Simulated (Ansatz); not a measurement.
The same path of ClH5OW + FH (10 atoms, charge 0, multiplicity 1) was run twice with different band settings. Lost on the way: W1–Cl2, F9–H10. Made: W1–F9, Cl2–H10.

Computed with Ansatz, RKS B3LYP/def2-SVP.

Relaxed end points:

```xyz
10
Properties=species:S:1:pos:R:3
W -0.069 -0.311 0.049
Cl 1.092 0.337 2.073
H 0.360 -1.778 0.754
H -1.120 0.755 0.823
H -1.637 -0.183 -0.585
H -0.823 -1.705 -0.536
O 1.071 0.275 -1.260
H 1.331 1.225 -1.226
F 1.351 2.597 0.070
H 1.426 2.136 0.896
```

```xyz
10
Properties=species:S:1:pos:R:3
W 0.287 0.203 -0.305
Cl 0.111 0.427 2.858
H 1.305 -0.783 0.592
H -0.689 1.418 0.333
H -1.380 -0.115 -0.286
H -0.281 -1.358 0.028
O 0.652 0.135 -2.111
H 0.401 0.736 -2.830
F 1.564 1.493 0.479
H 1.012 1.193 2.298
```

Common settings: spring 5.0 eV/Å²; optimiser quadratic models (default); start path through a guess of the saddle point; force threshold 0.05 eV/Å; end points relaxed.

| run | movable images | climbing image | iteration limit |
| --- | --- | --- | --- |
| 1 | 9 | yes | 45 |
| 2 | 6 | no | 60 |

Question: What does each run give, and how far can it be trusted?

Answer: Run 1: converged after 25 iterations, highest image 0.516 eV above the first end. A vibrational analysis at the climbing image gives one clearly imaginary mode, 342i cm⁻¹: a first-order saddle point.
Run 2: converged after 26 iterations, highest image 0.450 eV above the first end. The profile has 2 maxima (images 4, 6) with wells between them (image 5): this band takes more than one step, which may be the mechanism or a detour left from its start path. No image climbed, so the highest image needn't sit at the top of the path.
The orbitals stay closed-shell, which can raise the energy where a bond breaks towards radicals; this wasn't checked here.
